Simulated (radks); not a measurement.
Task: The potassium ion K3+, configuration [Ne] 3s2 3p4. All-electron calculation, Dirac Kohn-Sham, Slater X-alpha with alpha = 1.024, spin-unpolarised, spherical densities, point nucleus; open shells are shared between the two j in proportion to 2j + 1. Program: a radial shooting solver on a logarithmic mesh with Libxc functionals. Some entries of the table are withheld. Estimate them.

orbital     occ.  eigenvalue (eV)  <1/r> (bohr^-1)  <r^2> (bohr^2)
1s1/2          2        -3635.271            18.79             (1)
2s1/2          2        -417.4196            3.869          0.1724
2p1/2          2              (2)            3.804          0.1439
2p3/2          4              (3)            3.768          0.1458
3s1/2          2         -79.2435            1.201             (4)
3p1/2    1.33333              (5)              (6)           1.765
3p3/2    2.66667              (7)              (8)           1.781

Result: 
(1) 1s1/2 <r^2> (bohr^2): 0.008745
(2) 2p1/2 eigenvalue (eV): -348.2023
(3) 2p3/2 eigenvalue (eV): -345.1231
(4) 3s1/2 <r^2> (bohr^2): 1.553
(5) 3p1/2 eigenvalue (eV): -61.4989
(6) 3p1/2 <1/r> (bohr^-1): 1.104
(7) 3p3/2 eigenvalue (eV): -61.1307
(8) 3p3/2 <1/r> (bohr^-1): 1.098
